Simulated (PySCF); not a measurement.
## SMILES CCOC1=CCO[C@@H]1F, C6H9FO2

Molfile (atoms numbered from 1):
```
C6H9FO2
     RDKit          3D

 18 18  0  0  0  0  0  0  0  0999 V2000
    3.0710    0.1095    0.4368 C   0  0  0  0  0  0  0  0  0  0  0  0
    1.6831    0.3544   -0.1288 C   0  0  0  0  0  0  0  0  0  0  0  0
    0.7508   -0.3646    0.6659 O   0  0  0  0  0  0  0  0  0  0  0  0
   -0.5382   -0.2362    0.3294 C   0  0  0  0  0  0  0  0  0  0  0  0
   -1.1715    0.4169   -0.6426 C   0  0  0  0  0  0  0  0  0  0  0  0
   -2.6431    0.1661   -0.5137 C   0  0  0  0  0  0  0  0  0  0  0  0
   -2.7499   -0.8490    0.4885 O   0  0  0  0  0  0  0  0  0  0  0  0
   -1.5804   -0.9115    1.1971 C   0  0  2  0  0  0  0  0  0  0  0  0
   -1.7003   -0.1906    2.3876 F   0  0  0  0  0  0  0  0  0  0  0  0
    3.2932   -0.9537    0.4262 H   0  0  0  0  0  0  0  0  0  0  0  0
    3.8103    0.6361   -0.1596 H   0  0  0  0  0  0  0  0  0  0  0  0
    3.1209    0.4629    1.4626 H   0  0  0  0  0  0  0  0  0  0  0  0
    1.6176    0.0057   -1.1682 H   0  0  0  0  0  0  0  0  0  0  0  0
    1.4361    1.4236   -0.1049 H   0  0  0  0  0  0  0  0  0  0  0  0
   -0.7656    1.0322   -1.4199 H   0  0  0  0  0  0  0  0  0  0  0  0
   -3.1905    1.0658   -0.2012 H   0  0  0  0  0  0  0  0  0  0  0  0
   -3.0970   -0.2236   -1.4293 H   0  0  0  0  0  0  0  0  0  0  0  0
   -1.3553   -1.9377    1.5092 H   0  0  0  0  0  0  0  0  0  0  0  0
  1  2  1  0
  2  3  1  0
  3  4  1  0
  4  5  2  0
  5  6  1  0
  6  7  1  0
  7  8  1  0
  8  9  1  0
  8  4  1  0
  1 10  1  0
  1 11  1  0
  1 12  1  0
  2 13  1  0
  2 14  1  0
  5 15  1  0
  6 16  1  0
  6 17  1  0
  8 18  1  1
M  END
```

Method used: GIAO BHandHLYP/pcSseg-1 magnetisability, rotational g tensor and spin-rotation constants, non-relativistic, gas phase in PySCF. Geometry: GFN2-xTB.

What are the magnetisability and the molar susceptibility?

Isotropic -1279 × 10⁻³⁰ J/T², or -77.0 × 10⁻⁶ cm³/mol; principal values -1381, -1243, -1213 × 10⁻³⁰ J/T², anisotropy 156 × 10⁻³⁰ J/T² (root of half the summed squared differences of the principal values). The susceptibility is in cgs units.

Split it along the inertial axes a, b, c into diamagnetic and paramagnetic parts about the centre of mass, with the quadrupole moment.


| axis | χ (10⁻⁶ cm³/mol) | diamagnetic (10⁻⁶ cm³/mol) | paramagnetic (10⁻⁶ cm³/mol) | summed x² of all electrons (Å²) | quadrupole Θ (D Å) |
| --- | --- | --- | --- | --- | --- |
| a | -73.2 | -451.3 | 378.0 | 292.2 | +0.90 |
| b | -76.3 | -1348.9 | 1272.6 | 80.6 | +0.28 |
| c | -81.5 | -1581.4 | 1499.9 | 25.8 | -1.19 |

Anisotropies 2χaa − χbb − χcc = +11.4 and 2χbb − χaa − χcc = +2.0 × 10⁻⁶ cm³/mol. Θ is traceless in Buckingham's convention.

And the rotational g tensor?


```csv
axis,rotational constant (GHz),g,nuclear part,electronic part
a,3.4258,-0.0321,0.5763,-0.6084
b,0.9762,-0.0076,0.5760,-0.5836
c,0.8152,-0.0040,0.5704,-0.5744
```
Asymmetric top; isotopes 12C, 19F, 1H, 16O; no vibrational averaging.
